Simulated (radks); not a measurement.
Values are calculated unless marked as measured or tabulated.
Question: The platinum ion Pt12+ is in [Kr] 4d10 4f14 5s2 5p(1/2: 2, 3/2: 2). Level of theory: Dirac Kohn-Sham, relativistic LDA (MacDonald-Vosko exchange, VWN5 correlation), spin-unpolarised, spherical densities, finite nucleus; Fermi nuclear charge, rms radius of each element as measured or else 0.836 A^(1/3) + 0.57 fm (a radial shooting solver on a logarithmic mesh with Libxc functionals). Sub-shells are occupied by j as written (lower j first in brackets). One electron is removed from 4f7/2, 4f5/2, 5p3/2, 5p1/2 in turn, with full relaxation. Which removal costs least, and what does each cost?

Answer: 5p3/2 263.42 eV; 5p1/2 283.11 eV; 4f7/2 306.19 eV; 4f5/2 309.90 eV. The 5p3/2 electron leaves first.
